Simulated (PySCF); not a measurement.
Compound: Me2Si(SBu)2, C10H24S2Si.
Atom-mapped SMILES: `[CH3:1][CH2:2][CH2:3][CH2:4][S:5][Si:6]([CH3:7])([CH3:8])[S:9][CH2:10][CH2:11][CH2:12][CH3:13]` (hydrogens: H14, H15, H16 on C1; H17, H18 on C2; H19, H20 on C3; H21, H22 on C4; H23, H24, H25 on C7; H26, H27, H28 on C8; H29, H30 on C10; H31, H32 on C11; H33, H34 on C12; H35, H36, H37 on C13)

Computed by this run: PBE0-D3(BJ)/def2-SVP geometry optimisation, gas phase (PySCF 2.14.0); density fitting, grid level 1; the optimiser is geomeTRIC in internal coordinates, started from a GFN2-xTB structure with every atom displaced at random (about 0.01 Å).

Step 0: E = -40273.0310 eV
```
atom  x, y, z in Å  |  force x, y, z in eV/Å
C1     -3.6338    1.8827    0.2022   -2.171   0.900  -0.314
C2     -4.3791    0.5638    0.0947    0.910   0.183   0.120
C3     -3.4292   -0.6149   -0.0331    0.772   0.421  -0.109
C4     -2.6641   -0.6373   -1.3683   -2.217  -1.617   0.252
S5     -1.5951   -2.0916   -1.5396    0.495   0.027   0.026
Si6     0.1145   -1.5624   -0.3119    0.436  -0.348   0.039
C7      1.6479   -2.1446   -1.3036   -1.273   0.272   0.301
C8      0.0417   -2.4501    1.3717   -0.582   0.711  -0.333
S9      0.0844    0.5887    0.0079   -0.457  -0.231  -0.468
C10     1.3477    0.8224    1.2940    0.236   0.169  -0.662
C11     2.7683    0.6910    0.7878   -0.280   0.579  -0.849
C12     3.1148    1.7190   -0.2956   -0.397  -0.277   0.255
C13     4.5035    1.5641   -0.8289    0.810  -0.117   0.627
H14    -2.9605    1.8992    1.0284    0.947  -0.095   0.849
H15    -3.1135    2.1209   -0.7146    0.510   0.169  -0.461
H16    -4.3692    2.7236    0.3792    0.576  -0.589  -0.189
H17    -4.9821    0.4349    0.9891   -0.391  -0.151   0.389
H18    -5.0558    0.5816   -0.7578   -0.399   0.015  -0.354
H19    -2.6675   -0.5610    0.7759   -0.285  -0.074  -0.090
H20    -3.9836   -1.5420    0.1007   -0.063  -0.493  -0.080
H21    -3.4267   -0.7373   -2.1924    0.709   0.177   0.386
H22    -2.0812    0.2284   -1.5272    0.734   1.416  -0.270
H23     1.4200   -3.0646   -1.8319   -0.161  -0.579  -0.151
H24     2.4950   -2.3102   -0.6710    0.848  -0.227   0.724
H25     1.9344   -1.4285   -2.0591    0.047   0.633  -0.453
H26    -0.2024   -3.4942    1.2264   -0.101  -0.679  -0.216
H27     0.9649   -2.4056    1.9296    0.776   0.081   0.269
H28    -0.7449   -2.0387    2.0271   -0.019   0.096  -0.196
H29     1.1483    0.1089    2.0757   -0.157  -0.287   0.799
H30     1.1587    1.8484    1.6356   -0.024  -0.016   0.295
H31     2.9298   -0.3154    0.3895    0.070  -0.269  -0.042
H32     3.4564    0.8181    1.6128    0.447   0.022   0.681
H33     2.9808    2.7355    0.1128   -0.093   0.008  -0.016
H34     2.4067    1.6020   -1.1257   -0.260   0.100  -0.029
H35     5.2466    1.6775   -0.0171   -0.014  -0.032  -0.053
H36     4.6703    0.5665   -1.2528   -0.013  -0.091  -0.226
H37     4.7508    2.3259   -1.5644    0.037   0.191  -0.450
```

Step 1: E = -40273.3463 eV
```
atom  x, y, z in Å  |  force x, y, z in eV/Å
C1     -3.7995    1.9210    0.2214    0.070   0.062   0.104
C2     -4.4403    0.5471    0.1094   -0.057  -0.013  -0.004
C3     -3.4489   -0.6052   -0.0233    0.006  -0.018  -0.011
C4     -2.7037   -0.6041   -1.3456    0.299   0.200   0.020
S5     -1.5572   -2.0164   -1.5712    0.032   0.025  -0.073
Si6     0.1433   -1.5787   -0.3245    0.032  -0.113   0.084
C7      1.6462   -2.2265   -1.2555    0.054   0.109  -0.065
C8      0.0397   -2.4356    1.3473   -0.020  -0.037   0.065
S9      0.1093    0.5619   -0.0621    0.058  -0.006  -0.027
C10     1.3834    0.7970    1.2391   -0.061  -0.076  -0.021
C11     2.8165    0.6978    0.7456    0.093   0.044   0.026
C12     3.1837    1.7296   -0.3105    0.005  -0.036  -0.042
C13     4.6105    1.5896   -0.8115    0.029   0.052   0.048
H14    -3.0954    1.9633    1.0739   -0.060  -0.003  -0.166
H15    -3.2435    2.1971   -0.6888    0.030  -0.010   0.059
H16    -4.5655    2.6941    0.3830    0.007   0.037  -0.005
H17    -5.0614    0.3716    1.0048   -0.011  -0.028  -0.046
H18    -5.1326    0.5344   -0.7531   -0.020  -0.031   0.064
H19    -2.7137   -0.5430    0.7972    0.011  -0.036   0.012
H20    -3.9712   -1.5711    0.0891    0.035   0.044  -0.011
H21    -3.3979   -0.6973   -2.1940   -0.054   0.006  -0.015
H22    -2.1294    0.3331   -1.4973   -0.206  -0.261   0.053
H23     1.4062   -3.1744   -1.7619   -0.029  -0.052   0.046
H24     2.5093   -2.4018   -0.5895   -0.122   0.023  -0.024
H25     1.9486   -1.5072   -2.0331   -0.031  -0.021   0.022
H26    -0.2119   -3.4991    1.1985    0.038   0.037  -0.040
H27     0.9874   -2.3920    1.9108   -0.021   0.031  -0.079
H28    -0.7516   -1.9948    1.9704   -0.046   0.028   0.003
H29     1.1853    0.0808    2.0530    0.027   0.103  -0.014
H30     1.1782    1.8074    1.6243   -0.001  -0.006   0.076
H31     3.0007   -0.3151    0.3480    0.016   0.004   0.023
H32     3.4926    0.8121    1.6154   -0.073  -0.032  -0.021
H33     3.0296    2.7416    0.1051   -0.016  -0.007  -0.009
H34     2.4793    1.6323   -1.1529   -0.025   0.034  -0.002
H35     5.3351    1.6923    0.0107    0.042   0.000   0.053
H36     4.7793    0.6021   -1.2690   -0.007   0.001  -0.052
H37     4.8563    2.3612   -1.5574   -0.022  -0.054  -0.029
```

Problem. Estimate the geometry and energy of step 2. (The exact step hangs on the optimiser's Hessian estimate; all steps are aligned on step 1, rigid shifts and turns removed.)

Solution. E = -40273.3703 eV, largest force 0.130 eV/Å
```
atom  x, y, z in Å  |  force x, y, z in eV/Å
C1     -3.8161    1.8670    0.2812   -0.037  -0.003   0.020
C2     -4.4363    0.4793    0.1809    0.023   0.027   0.006
C3     -3.4241   -0.6479   -0.0114   -0.008   0.031  -0.004
C4     -2.7292   -0.6087   -1.3597    0.043  -0.004   0.017
S5     -1.5630   -1.9914   -1.6398    0.050   0.057  -0.106
Si6     0.1295   -1.5322   -0.3938   -0.017  -0.041   0.063
C7      1.6212   -2.2164   -1.3040    0.000   0.021  -0.084
C8      0.0033   -2.3370    1.2980   -0.036   0.005   0.067
S9      0.1236    0.6165   -0.1940    0.097   0.019  -0.003
C10     1.3376    0.8825    1.1597   -0.050  -0.014  -0.044
C11     2.7956    0.7353    0.7552    0.001   0.028  -0.013
C12     3.2514    1.7081   -0.3231    0.002  -0.031   0.005
C13     4.7047    1.5154   -0.7237    0.013   0.012   0.041
H14    -3.0725    1.9110    1.0932    0.006  -0.006  -0.022
H15    -3.3018    2.1609   -0.6465    0.014  -0.009   0.003
H16    -4.5823    2.6307    0.4858    0.006  -0.005  -0.006
H17    -5.0149    0.2736    1.0971   -0.002   0.004   0.000
H18    -5.1680    0.4585   -0.6469   -0.011  -0.015   0.015
H19    -2.6576   -0.5860    0.7807   -0.015  -0.009   0.011
H20    -3.9181   -1.6264    0.1037    0.001  -0.001  -0.002
H21    -3.4545   -0.7027   -2.1836   -0.020  -0.002   0.021
H22    -2.1894    0.3386   -1.5116   -0.033  -0.044   0.001
H23     1.3699   -3.1831   -1.7696    0.002  -0.020   0.037
H24     2.4756   -2.3736   -0.6276   -0.011   0.014   0.007
H25     1.9275   -1.5279   -2.1061   -0.017  -0.014   0.007
H26    -0.2487   -3.4021    1.1716    0.019   0.006  -0.017
H27     0.9498   -2.2782    1.8589    0.003   0.021  -0.013
H28    -0.7921   -1.8726    1.9009    0.009  -0.014  -0.011
H29     1.0852    0.2118    1.9940    0.000   0.015   0.016
H30     1.1334    1.9102    1.4986   -0.001   0.000   0.019
H31     2.9828   -0.2985    0.4184    0.006  -0.021   0.007
H32     3.4139    0.8738    1.6614   -0.011  -0.004   0.002
H33     3.0939    2.7410    0.0349   -0.005   0.002  -0.002
H34     2.5972    1.5889   -1.2029   -0.005   0.010   0.002
H35     5.3820    1.6411    0.1374   -0.013  -0.002  -0.008
H36     4.8756    0.5050   -1.1288    0.000   0.000  -0.015
H37     5.0116    2.2406   -1.4921   -0.003  -0.013  -0.018
```

The energy changes by -0.0239 eV. The first-order estimate −F·Δx gives -0.0332 eV and the mean of the old and new forces, exact on a quadratic surface, -0.0251 eV. The step makes an angle of 86° with the force vector and moves no atom by more than 0.207 Å.

The cost below is that of the whole optimisation. Hardware: 2 threads, Intel Xeon Platinum 8488C (x86_64), shared host with 96 logical CPUs at a one-minute load of 38. Cost: 9.6 min wall, 21 min CPU, 3.0 GiB resident at most.
